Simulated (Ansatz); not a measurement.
`C=C[SiH2][SiH2]S` + `CCl` → `S[SiH2][SiH2]CCl` + ethylene  (formal exchange of groups at the Si–C bond)

Program: Ansatz. Geometries: PBE0-D4/def2-TZVP. ΔE: electronic, gas phase. CCSD(T)/CBS is the MP2 limit (def2-TZVPP, def2-QZVPP) plus CCSD(T) − MP2 in def2-TZVPP, frozen cores. This one scheme is used for every species. Functionals use def2-TZVPP. Each species was taken in one conformer, which may not be the lowest.

```tsv
species	ωB97X-V energy (Eh)
`C=C[SiH2][SiH2]S`	-1058.09126
`CCl`	-500.05758
`S[SiH2][SiH2]CCl`	-1479.55318
`C=C`	-78.58998
```

Work out ΔE.

ΔE = (-1479.55318) + (-78.58998) − (-1058.09126) − (-500.05758) = 0.00568 Eh = +14.9 kJ/mol. CCSD(T)/CBS gives +14.5 kJ/mol.

Largest T1 diagnostic among the species: 0.012.

The D4 term adds +3.6 kJ/mol with B3LYP and +2.2 kJ/mol with PBE0; it sums over pairs of atoms, weighted by their polarisabilities, and B3LYP, whose exchange is more repulsive, gets the larger term.

B3LYP here is the variant with VWN-RPA as its local correlation; programs differ in this.
